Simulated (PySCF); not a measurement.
Ga(Me)3(NH3), C3H12GaN, singlet (GFN2-xTB optimised geometry):

```
17

Ga    -0.216     0.027     0.000
C     -1.190     1.818     0.000
H     -2.236     1.720     0.306
H     -1.198     2.269    -0.996
H     -0.718     2.546     0.667
C     -1.190    -1.610    -0.724
H     -2.235    -1.647    -0.401
H     -0.715    -2.546    -0.412
H     -1.202    -1.618    -1.818
C      1.822     0.027     0.000
H      2.223     0.241    -0.995
H      2.236    -0.940     0.301
H      2.236     0.786     0.672
N     -0.492    -0.433     2.181
H     -0.057    -1.321     2.415
H     -1.481    -0.490     2.408
H     -0.071     0.292     2.754
```

Level of theory: CAM-B3LYP/def2-SVP (PySCF).

### Question
What are the frontier orbital energies and the dipole moment?

### Answer
HOMO-2 -10.08 eV, HOMO-1 -7.98 eV, HOMO -7.98 eV, LUMO 1.44 eV, LUMO+1 2.51 eV; dipole moment 4.48 D.

On the same geometry PySCF with PBE/def2-SVP gives HOMO-2 -7.20 eV, HOMO-1 -5.39 eV, HOMO -5.39 eV, LUMO -0.26 eV, LUMO+1 0.87 eV; dipole moment 4.46 D.

Meta-Löwdin charges at CAM-B3LYP/def2-SVP: Ga1 0.51, C2 -0.52, H3 0.08, H4 0.10, H5 0.08, C6 -0.52, H7 0.08, H8 0.08, H9 0.10, C10 -0.52, H11 0.10, H12 0.08, H13 0.08, N14 -0.43, H15 0.23, H16 0.23, H17 0.23.
